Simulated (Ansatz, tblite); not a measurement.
Removing and adding an electron: the cluster Si3O6. The state is a singlet with charge 0. Geometry: PBE0-D4/def2-SVP. Ansatz, gas phase; energy differences of separate SCF runs; the oxidised species was run as a doublet alone; the reduced species was run as a doublet alone.

```xyz
9

Si    0.000    0.000    0.000
Si    2.046    1.212   -0.095
Si   -2.046   -1.212    0.095
O     0.811    1.036    1.034
O    -1.585    0.318   -0.430
O     1.224    0.170   -1.128
O    -0.450   -1.523    0.524
O    -3.346   -1.983    0.155
O     3.347    1.982   -0.154
```

The xTB rows come from tblite. Correlated methods freeze 21 core orbitals. The rows differ in basis, and correlated rows in double-zeta sets carry the largest basis error. HOMO above LUMO, or a gap near zero within one spin, warns that the state may not be the lowest or that an electron is smeared out. The structure comes from a short search, and lower isomers may exist.

| level | −HOMO (eV) | vertical IE (eV) | −LUMO (eV) | vertical EA (eV) | HOMO–LUMO gap (eV) | IE − EA (eV) | remarks |
| --- | --- | --- | --- | --- | --- | --- | --- |
| GFN2-xTB | 13.66 | 16.41 | 7.51 | 4.90 | 6.15 | 11.50 | – |
| PBE-D4/def2-TZVP | 8.08 | 10.87 | 3.85 | – | 4.23 | – | gap within one spin near zero (+1 doublet) |
| PBE0-D4/def2-TZVPD | 9.72 | – | 3.11 | 1.66 | 6.62 | – | – |
| PBE-QIDH/def2-TZVPD | – | – | – | 1.44 | – | – | – |
| MP2/def2-SVP | – | 12.13 | – | – | – | – | – |
| CCSD(T)/def2-SVP | – | 11.82 | – | – | – | – | – |

(1) Estimate the rows for GFN1-xTB, HF/def2-SVP, PBE-D4/def2-TZVPD, PBE0-D4/def2-TZVP, PBE-QIDH/def2-TZVP, CCSD/def2-SVP.

Results:

(1) 
```
             level  −HOMO (eV)  vertical IE (eV)  −LUMO (eV)  vertical EA (eV)  HOMO–LUMO gap (eV)  IE − EA (eV)                       remarks
          GFN1-xTB       13.39             16.33        8.41              5.37                4.98         10.97                             –
       HF/def2-SVP           –             10.44           –                 –                   –             –                             –
 PBE-D4/def2-TZVPD        8.14                 –        3.98              1.88                4.16             –  HOMO above zero (-1 doublet)
 PBE0-D4/def2-TZVP        9.68             11.44        2.96                 –                6.73             –                             –
PBE-QIDH/def2-TZVP           –             12.13           –                 –                   –             –                             –
     CCSD/def2-SVP           –             11.75           –                 –                   –             –                             –
```

   A HOMO above zero means that the electron is unbound at that level or that self-interaction error raises the level; the energy of removing that electron tells which. Raw xTB energy differences between charge states are shifted by several eV; the methods need an empirical correction for them.
